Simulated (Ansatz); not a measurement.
Computed with B3LYP-D3(BJ)/def2-TZVP (Ansatz, a quantum-chemistry and plane-wave program). No frequencies were computed at this level.

Ansatz 0.2 input:
```yaml
crystal:
  periodic: [false, false, false]
  atoms:
    - { symbol: Cl, position_ang: [-1.268178, -1.597606, -0.598245] }
    - { symbol: Ge, position_ang: [0.000687, 0.001032, -0.000436] }
    - { symbol: Cl, position_ang: [1.838601, -0.118222, -1.064045] }
    - { symbol: Cl, position_ang: [-0.949767, 1.85578, -0.42492] }
    - { symbol: Cl, position_ang: [0.378656, -0.140984, 2.087646] }
basis:
  gaussian: { orbitals: def2-tzvp }
hamiltonian:
  xc: b3lyp
  dispersion: d3bj
relax:
  max_steps: 150
```

Output:

```
Functional definition: B3LYP
1441 factors; their error is unknown
mean field evaluation 1: about -106615.9538 eV, gradient 3.1e1 eV
mean field evaluation 2: about -106614.3140 eV, gradient 4.7e1 eV
mean field evaluation 4: about -106617.5055 eV, gradient 9.0e-1 eV
mean field evaluation 8: about -106617.8381 eV, gradient 1.4e-2 eV
mean field -106617.83807667 eV, -3918.1332811512 hartree, gradient 1.1e-5 eV, S^2 0.000000; 0 other end points of the search recorded, 0 dependent functions left out
reference -106617.83837402 eV, -3918.1332920788 hartree; 50, 50 occupied and 146, 146 virtual orbitals, 1441 factors
relax step   1: F+E_penalty+E_count = -106618.27774253 eV  Δ(F+E_penalty+E_count) = +0.000e0 eV  max|allowed force component| = 1.332e-1 eV/Å  Δτ_max = 0.0000 Å  (25 SCF iters, accepted)
these checks for a lower state are left out or cut short: starts, cluster_reference, orbital_swaps, neighbouring_geometries, increment
1441 factors; their error is unknown
mean field evaluation 16: about -106617.5109 eV, gradient 9.0e-4 eV
mean field -106617.84187403 eV, -3918.1334207017 hartree, gradient 4.0e-5 eV, S^2 0.000000; 0 other end points of the search recorded, 0 dependent functions left out
reference -106617.84217188 eV, -3918.1334316475 hartree; 50, 50 occupied and 146, 146 virtual orbitals, 1441 factors
relax step   2: F+E_penalty+E_count = -106618.27961045 eV  Δ(F+E_penalty+E_count) = -1.868e-3 eV  max|allowed force component| = 3.813e-3 eV/Å  Δτ_max = 0.0084 Å  (27 SCF iters, accepted)
1441 factors; their error is unknown
mean field evaluation 32: about -106617.8419 eV, gradient 1.2e-4 eV
mean field -106617.84187403 eV, -3918.1334207017 hartree, gradient 4.0e-5 eV, S^2 0.000000; 1 other end points of the search recorded, 0 dependent functions left out
reference -106617.84217188 eV, -3918.1334316475 hartree; 50, 50 occupied and 146, 146 virtual orbitals, 1441 factors
Total energy: -106618.27990830 eV, -3918.1495181641 hartree
Atom 0 at    -1.273126    -1.603673    -0.601241 Å, force     0.000313     0.000148     0.000997 eV/Å
Atom 1 at    -0.000169    -0.000276     0.000118 Å, force    -0.000473    -0.000410     0.000168 eV/Å
Atom 2 at     1.843568    -0.117004    -1.067114 Å, force     0.003813    -0.001588    -0.002102 eV/Å
Atom 3 at    -0.950982     1.861419    -0.426599 Å, force    -0.003056     0.003110    -0.000437 eV/Å
Atom 4 at     0.380708    -0.140466     2.094836 Å, force    -0.000597    -0.001260     0.001374 eV/Å
Dipole moment:    -0.000135    -0.000240     0.000103 e Å
```

Cost: about 30 core-seconds (a rough figure).
